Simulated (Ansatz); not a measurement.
Basis-set series for H₃O₃Sn (`[OH][Sn]([OH])[OH]`) radical. Charge 0, multiplicity 2. Sn: def2 effective core potential. The structure was optimised at the PBE0-D4/def2-TZVP level. It is one conformer, not always the lowest.

```tsv
functional	basis	functions	energy (Eh)	HOMO (eV)	LUMO (eV)
PBE0-D4	def2-SVP	83	-441.37103	-6.60	-3.65
PBE0-D4	def2-QZVPP	343	-441.70374	-6.92	-3.95
ωB97M-V	def2-SVP	83	-441.48150	-8.69	-1.78
ωB97M-V	def2-QZVPP	343	-441.82108	-9.05	-2.20
```

(1) Give the rows for def2-TZVPP. (Estimate.)

Results:

(1) The calculation gave: 
```csv
functional,basis,functions,energy (Eh),HOMO (eV),LUMO (eV)
PBE0-D4,def2-TZVPP,185,-441.68688,-6.86,-3.88
ωB97M-V,def2-TZVPP,185,-441.80473,-8.99,-2.09
```

HOMO and LUMO are taken over both spins.

All numbers were calculated with Ansatz.
